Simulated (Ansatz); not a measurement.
## doublet H: levels of theory in one basis

A single H atom.

Basis set: 6-31G (spherical functions). All electrons are correlated. Correlation on ROHF uses semicanonical orbitals with singles. Charge 0, multiplicity 2.

Computed with Ansatz (development build ahead of 0.2.0); each method stands on the lowest determinant of its kind that the runs found.

```
      method  E − E(ROHF) (eV)  <S²> of the determinant
        ROHF              0.00                     0.75
    ROHF-MP2              0.00                        –
ROHF-CCSD(T)              0.00                        –
ROHF-BCCD(T)              0.00                        –
```

Task: Is a single determinant a sound starting point here?

Result: By this sign, yes. Unrestricted orbitals gain 0.00 eV and <S²> is 0.75 against 0.75 for a pure state.
